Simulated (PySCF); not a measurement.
**Steps of a relaxation of [OsO3(H2O)]2+**

[OsO3(H2O)]2+ (singlet; a saddle point, relaxed within its symmetry). PySCF 2.14.0, RKS PBE0, Os def2-SVP with ECP60, O def2-SVP, H def2-SVP; non-relativistic Hamiltonian with scalar-relativistic core potentials where named; density fitting; no spin-orbit coupling. Origin of the start: template. Columns: position (Å) and force (eV/Å). Energies are counted from the last step; some of the 13 steps are shown. Forces carry noise of the integration grid, about 0.01 to 0.03 eV/Å.

Run from Python with OMP_NUM_THREADS=2. Where DIIS fails, smearing, a level shift and second-order steps follow.
It took 36 s on 2 threads of Arm Neoverse V2, with other jobs on the host, from the converged density of the start.

```xyz
7
step 0  E = 10.343 eV
Os    0.0000    0.0520    0.0000     0.00  -12.97    0.00
O     1.4652    0.0520    0.0000    32.69   -2.90    0.00
O     0.0000    1.5172    0.0000     0.00   23.12    0.00
O    -1.4652    0.0520    0.0000   -32.69   -2.90    0.00
O     0.0000   -1.9280    0.0000     0.00   -3.02    0.00
H     0.0000   -2.5180    0.7700     0.00   -0.67    0.65
H     0.0000   -2.5180   -0.7700     0.00   -0.67   -0.65
```

```xyz
7
step 4  E = 0.375 eV
Os    0.0000    0.2586    0.0000     0.00    1.21    0.00
O     1.7137   -0.1454    0.0000    -2.60   -0.12    0.00
O     0.0000    1.9334    0.0000     0.00   -0.98    0.00
O    -1.7137   -0.1454    0.0000     2.60   -0.12    0.00
O     0.0000   -2.0135    0.0000     0.00   -0.20    0.00
H     0.0000   -2.5892    0.7986     0.00    0.11   -0.05
H     0.0000   -2.5892   -0.7986     0.00    0.11    0.05
```

```xyz
7
step 8  E = 0.008 eV
Os    0.0000    0.3755    0.0000     0.00    0.04    0.00
O     1.5803   -0.2274    0.0000     0.11    0.03    0.00
O     0.0000    2.0366    0.0000     0.00    0.15    0.00
O    -1.5803   -0.2274    0.0000    -0.10    0.04    0.00
O     0.0000   -2.0515    0.0000     0.00   -0.24    0.00
H     0.0000   -2.5983    0.8157     0.00    0.00   -0.01
H     0.0000   -2.5983   -0.8157     0.00    0.00    0.01
```

Q: Where does the relaxation end?

A: It converges at step 12 in C2v:
```xyz
7
step 12  E = 0
Os    0.0000    0.4148    0.0000
O     1.5704   -0.2097    0.0000
O     0.0000    2.0791    0.0000
O    -1.5704   -0.2097    0.0000
O     0.0000   -2.0959    0.0000
H     0.0000   -2.6347    0.8207
H     0.0000   -2.6347   -0.8207
```

Q: How did the contacts change?

A: 
```
     contact  start (Å)  end (Å)
  Os1–O2 (O)      1.465    1.690
  Os1–O3 (O)      1.465    1.664
  Os1–O4 (O)      1.465    1.690
Os1–O5 (H2O)      1.980    2.511
```
